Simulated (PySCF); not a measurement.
ethylene glycol (C2H6O2), singlet, geometry from GFN2-xTB; PySCF with PBE/6-31+G*, polarisability.

Input for PySCF:
```python
from pyscf import gto, scf, dft
from pyscf.prop import polarizability

mol = gto.M(
    atom='''
O     1.384809   -0.517034    0.019250
C     0.635935    0.662577   -0.204111
C    -0.809625    0.239536   -0.469119
O    -1.376895   -0.389674    0.648036
H     2.300861   -0.283917    0.196144
H     0.670049    1.312065    0.680837
H     1.022253    1.215379   -1.070379
H    -1.422416    1.117698   -0.681426
H    -0.824646   -0.431236   -1.339736
H    -0.767273   -1.089004    0.915651
''',
    basis='6-31+g*',
    charge=0,
    spin=0,
    verbose=3,
)

mf = dft.RKS(mol)
mf.xc = 'pbe'
mf.kernel()
alpha = mf.Polarizability().polarizability()[2, 2]
print('alpha_zz =', alpha)
```

Output, abridged:

```
site-packages/pyscf/prop/efg/rhf.py:45: UserWarning: Module EFG is under testing
  warnings.warn('Module EFG is under testing')
site-packages/pyscf/prop/efg/dhf.py:30: UserWarning: Module EFG is under testing
  warnings.warn('Module EFG is under testing')
site-packages/pyscf/prop/zfs/uhf.py:40: UserWarning: Module ZFS is under testing
  warnings.warn('Module ZFS is under testing')
site-packages/pyscf/prop/gtensor/uhf.py:43: UserWarning: Module g-tensor is under testing
  warnings.warn('Module g-tensor is under testing')
site-packages/pyscf/prop/gtensor/uks.py:41: UserWarning: Module g-tensor is under testing
  warnings.warn('Module g-tensor is under testing')
site-packages/pyscf/prop/hfc/uks.py:35: UserWarning: Module HFC is under testing
  warnings.warn('Module HFC is under testing')
site-packages/pyscf/prop/magnetizability/rhf.py:39: UserWarning: Module magnetizability is under testing
  warnings.warn('Module magnetizability is under testing')
site-packages/pyscf/prop/magnetizability/uhf.py:37: UserWarning: Module magnetizability is under testing
  warnings.warn('Module magnetizability is under testing')
site-packages/pyscf/prop/magnetizability/rks.py:37: UserWarning: Module magnetizability is under testing
  warnings.warn('Module magnetizability is under testing')
site-packages/pyscf/prop/magnetizability/uks.py:39: UserWarning: Module magnetizability is under testing
  warnings.warn('Module magnetizability is under testing')
site-packages/pyscf/prop/polarizability/uhf.py:34: UserWarning: Module polarizability is under testing
  warnings.warn('Module polarizability is under testing')
site-packages/pyscf/prop/polarizability/rks.py:29: UserWarning: Module polarizability is under testing
  warnings.warn('Module polarizability is under testing')
site-packages/pyscf/prop/polarizability/uks.py:29: UserWarning: Module polarizability is under testing
  warnings.warn('Module polarizability is under testing')
converged SCF energy = -229.98185427536
alpha_zz = 34.36128080421959
```
